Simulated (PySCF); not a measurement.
HoS at UHF-MP2

Level: UHF-MP2. basis Ho x2c-SVPall, S x2c-SVPall; spin-free X2C with a Gaussian nucleus; PySCF 2.14.

```
state                          : sextet, about 10.1 electrons in the 4f shell (Mulliken), real f orbitals that mix terms
bond length                    : 2.253 Å
harmonic wavenumber            : 490 cm⁻¹
force constant                 : 3.79 mdyn/Å
rotational constant Be         : 0.1240 cm⁻¹
anharmonicity ωexe             : 0.929 cm⁻¹
vibration–rotation constant αe : 0.000328 cm⁻¹
```

Correlated steps freeze 23 core orbitals. These are scalar-relativistic numbers at best; spin–orbit coupling would shift them, the dissociation energy most. With d or f electrons several states lie close, and the lowest PBE0 determinant need not be the measured ground state.
